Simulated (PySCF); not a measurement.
Radial density of S (sulfur, neutral)

UHF, [Ne] 3s1 3p4 4s1, high-spin 5P determinant (an excited configuration). Computed with PySCF 2.14 in aug-cc-pV(T+d)Z (6s5p4d2f, 55 functions), with no relativity, point nucleus.

| r (bohr) | 4πr²ρ (e/bohr) | 4πr²(ρα − ρβ) |
| --- | --- | --- |
| 0.00210 | 0.1373 | 0.0005 |
| 0.00352 | 0.3714 | 0.0014 |
| 0.00593 | 0.9727 | 0.0037 |
| 0.00997 | 2.420 | 0.0092 |
| 0.0168 | 5.510 | 0.0208 |
| 0.0282 | 10.84 | 0.0404 |
| 0.0474 | 16.76 | 0.0608 |
| 0.0798 | 17.77 | 0.0685 |
| 0.134 | 12.87 | 0.1252 |
| 0.226 | 14.13 | 0.3664 |
| 0.380 | 17.32 | 0.3444 |
| 0.639 | 7.499 | 0.0218 |
| 1.07 | 2.771 | 1.4749 |
| 1.81 | 2.785 | 1.7414 |
| 3.04 | 0.7414 | 0.4021 |
| 5.11 | 0.2983 | 0.2775 |
| 8.60 | 0.008849 | 0.0088 |

The outer electron is Rydberg-like, and this basis confines it to a smaller radius and binds it less than a complete one would.
